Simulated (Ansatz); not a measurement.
Reaction (substitution at a C–B bond): `C=CB[SeH]` + `N[SiH2][AlH2]` → `C=CN[SiH2][AlH2]` + `B[SeH]`

Gas-phase electronic energies from Ansatz, PBE0-D4/def2-TZVP geometries. CCSD(T)/CBS is the MP2 limit (def2-TZVPP, def2-QZVPP) plus CCSD(T) − MP2 in def2-TZVPP, frozen cores. Functionals use def2-TZVPP. B3LYP here is the variant with VWN-RPA as its local correlation; programs differ in this. For Se outer-core shells are correlated without core-valence functions, which leaves a few kJ/mol of doubt a bond. Scalar relativity is left out up to krypton. Each species was taken in one conformer, which may not be the lowest.

`C=CB[SeH]`:

Cartesian coordinates in Å:
```
C 1.225 -0.075 1.075
C 0.474 0.198 0.003
B -0.956 -0.342 -0.117
Se -2.113 -0.006 -1.608
H 0.839 -0.687 1.885
H 2.240 0.294 1.188
H 0.910 0.817 -0.781
H -1.441 -1.023 0.738
H -1.177 0.823 -2.383
```

`N[SiH2][AlH2]`:

Z-matrix (Å, degrees):
```
Si
Al 1 2.457
N 1 1.731 2 109.3
H 1 1.503 2 109.4 3 -126.4
H 1 1.493 2 111.4 3 118.8
H 2 1.590 1 121.3 3 -164.1
H 2 1.593 1 120.4 3 16.9
H 3 1.008 1 120.2 2 178.6
H 3 1.007 1 119.2 2 -39.1
```

`C=CN[SiH2][AlH2]`:

Cartesian coordinates in Å:
```
C -1.211 -0.744 -0.034
C -0.638 -0.148 -1.159
N 0.661 0.071 -1.262
Si 1.637 0.069 0.284
Al -0.461 0.641 1.502
H -0.676 -1.582 0.413
H -2.288 -0.864 -0.044
H -1.274 0.245 -1.952
H 0.974 0.529 -2.105
H 2.798 0.929 -0.093
H 2.203 -1.311 0.403
H -0.910 2.127 1.111
H -0.815 0.037 2.935
```

`B[SeH]`:

Z-matrix (Å, degrees):
```
B
Se 1 1.899
H 1 1.189 2 121.0
H 1 1.191 2 115.7 3 180.0
H 2 1.470 1 97.7 3 0.0
```

Is it downhill or uphill in electronic energy at CCSD(T)/CBS, and by how much? (Best estimate.)

Ansatz gave: Uphill: ΔE = +0.07 eV.

What do these levels give: B3LYP-D4, ωB97X-V, r2SCAN, B3LYP, HF/def2-TZVPP, MP2/def2-TZVPP, SCS-MP2/def2-TZVPP, CCSD/def2-TZVPP, CCSD(T)/def2-TZVPP, HF/def2-QZVPP, SCS-MP2/def2-QZVPP, CCSD/CBS(def2)? (An estimate is asked.)

Computed: B3LYP-D4 0.02, ωB97X-V -0.05, r2SCAN -0.12, B3LYP 0.13, HF/def2-TZVPP 0.34, MP2/def2-TZVPP 0.01, SCS-MP2/def2-TZVPP 0.10, CCSD/def2-TZVPP 0.11, CCSD(T)/def2-TZVPP 0.03, HF/def2-QZVPP 0.35, SCS-MP2/def2-QZVPP 0.12, CCSD/CBS(def2) 0.14 eV.

Largest T1 diagnostic among the species: 0.016.

The D4 term adds −0.11 eV with B3LYP and −0.05 eV with PBE0; it sums over pairs of atoms, weighted by their polarisabilities, and B3LYP, whose exchange is more repulsive, gets the larger term. In def2-TZVPP, CCSD(T) changes the Hartree–Fock value by −0.31 eV (the triples alone add −0.08 eV) and MP2 by −0.33 eV.
